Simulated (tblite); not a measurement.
Species: C5H10F2SeSi.
Atom-mapped SMILES: `[CH3:1][C@@H:2]1[CH2:3][C@H:4]([F:5])[C@@H:6]([F:7])[Se:8][SiH2:9]1` (hydrogens: H10, H11, H12 on C1; H13 on C2; H14, H15 on C3; H16 on C4; H17 on C6; H18, H19 on Si9)

Computed with GFN2-xTB (tblite), gas phase: L-BFGS steps from a force-field or distance-geometry start until the largest atomic force falls under 0.01 eV/Å.

At the end of the run (lengths in Å): C2–Si9 1.910, C6–Se8 1.985, C1–H11 1.087, C6–F7 1.359, C2–C3 1.530, C1–H10 1.087, C3–H15 1.094, C6–Se8–Si9 95.8°, F5–C4–C6 106.6°, F7–C6–Se8 105.2°, C4–C6–Se8 113.7°, C1–C2–C3–C4 170°, C2–C3–C4–F5 -165°, C3–C4–C6–F7 171°, H16–C4–C6–F7 -61°, H17–C6–Se8–Si9 -73°.

**Question.** These geometries were met on the way; a selection of coordinates is given. Order them by energy above the end point, lowest first.
A. C2–Si9 1.905, C6–Se8 1.986, C1–H11 1.087, C6–F7 1.358, C2–C3 1.529, C1–H10 1.086, C3–H15 1.093, C6–Se8–Si9 91.3°, F5–C4–C6 107.5°, F7–C6–Se8 106.3°, C4–C6–Se8 112.2°, C1–C2–C3–C4 174°, C2–C3–C4–F5 -166°, C3–C4–C6–F7 163°, H16–C4–C6–F7 -71°, H17–C6–Se8–Si9 -63°
B. C2–Si9 1.908, C6–Se8 1.986, C1–H11 1.086, C6–F7 1.358, C2–C3 1.529, C1–H10 1.087, C3–H15 1.094, C6–Se8–Si9 92.1°, F5–C4–C6 107.0°, F7–C6–Se8 106.1°, C4–C6–Se8 112.5°, C1–C2–C3–C4 174°, C2–C3–C4–F5 -167°, C3–C4–C6–F7 165°, H16–C4–C6–F7 -68°, H17–C6–Se8–Si9 -65°
C. C2–Si9 1.863, C6–Se8 1.946, C1–H11 1.122, C6–F7 1.389, C2–C3 1.559, C1–H10 1.116, C3–H15 1.117, C6–Se8–Si9 91.4°, F5–C4–C6 109.0°, F7–C6–Se8 107.4°, C4–C6–Se8 112.5°, C1–C2–C3–C4 174°, C2–C3–C4–F5 -165°, C3–C4–C6–F7 162°, H16–C4–C6–F7 -75°, H17–C6–Se8–Si9 -62°
D. C2–Si9 1.905, C6–Se8 1.984, C1–H11 1.087, C6–F7 1.353, C2–C3 1.533, C1–H10 1.089, C3–H15 1.097, C6–Se8–Si9 91.7°, F5–C4–C6 107.5°, F7–C6–Se8 106.5°, C4–C6–Se8 111.6°, C1–C2–C3–C4 174°, C2–C3–C4–F5 -165°, C3–C4–C6–F7 163°, H16–C4–C6–F7 -72°, H17–C6–Se8–Si9 -62°
E. C2–Si9 1.891, C6–Se8 1.966, C1–H11 1.100, C6–F7 1.366, C2–C3 1.541, C1–H10 1.102, C3–H15 1.107, C6–Se8–Si9 91.7°, F5–C4–C6 108.2°, F7–C6–Se8 107.0°, C4–C6–Se8 112.0°, C1–C2–C3–C4 174°, C2–C3–C4–F5 -165°, C3–C4–C6–F7 163°, H16–C4–C6–F7 -74°, H17–C6–Se8–Si9 -62°

**Answer.** B (0.014 eV), A (0.026 eV), D (0.044 eV), E (0.074 eV), C (0.177 eV).

| step | E above end (eV) | rms distance from the end, all atoms (Å) | largest force (eV/Å) | rms shift of all bonds from the end (Å) |
| --- | --- | --- | --- | --- |
| 13 | 0.014 | 0.093 | 0.117 | 0.001 |
| 6 | 0.026 | 0.109 | 0.116 | 0.002 |
| 2 | 0.044 | 0.114 | 0.294 | 0.005 |
| 1 | 0.074 | 0.116 | 0.510 | 0.011 |
| 0 | 0.177 | 0.118 | 1.139 | 0.023 |

Rows stand in the order of the answer.
